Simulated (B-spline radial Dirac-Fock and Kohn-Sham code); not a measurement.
**Auger decay of the 3d5/2 hole in Hf⁺**

System: the Hf⁺ ion, configuration [Xe] 4f14 5d1 6s2, inside a Watson sphere of charge -1 and radius 1.6 Å (a model of the Madelung potential; inside it an electron's potential energy is raised by 9.0 eV).

The run's input, task.json:

```json
{"items": [{
  "Z": 72,
  "q": 1,
  "cfg": [[1, 0, 2], [2, 0, 2], [2, 1, 6], [3, 0, 2], [3, 1, 6], [3, 2, 10], [4, 0, 2], [4, 1, 6], [4, 2, 10], [4, 3, 14], [5, 0, 2], [5, 1, 6], [5, 2, 1], [6, 0, 2]],
  "A": 180,
  "rrms": 5.347,
  "watson": [-1, 1.6],
  "do": ["binding", "quiet", "decay"],
  "holes": ["K", "L1", "L2", "L3", "M1", "M2", "M3", "M4", "M5", "N1", "N2", "N3", "N4", "N5", "N6", "N7"]
}]}
```

Run with: `python xray_run.py task.json out`

These are calculated numbers from an atomic code on a B-spline grid; the model is a relativistic independent-particle model: LDA orbitals of the hole state, radiative multipoles to third order, Auger rates from the Coulomb interaction with a continuum orbital, Dirac-Fock energies. Kinetic energies are configuration averages from the vacuum level; the two-hole energies are estimated from single-hole states.

```tsv
transition	kinetic energy (eV)	width (meV)	share (%)
M5-N1N5	872.4	83.0	5.0
M5-N2N5	969.1	83.7	5.1
M5-N3N5	1030.1	130	7.9
M5-N4N5	1188.4	176	10.7
M5-N5N5	1199.5	198	12.0
M5-N4N7	1390.6	71.7	4.4
M5-N5N6	1399.7	118	7.2
M5-N5N7	1403.0	183	11.1
M5-N6N7	1601.7	240	14.6
M5-N7N7	1603.9	164	10.0
```

The listed channels hold 88 % of the non-radiative rate. Summed by principal shells, of 1.64 eV in all: MNN 95.7 %, MNO 4.1 %.
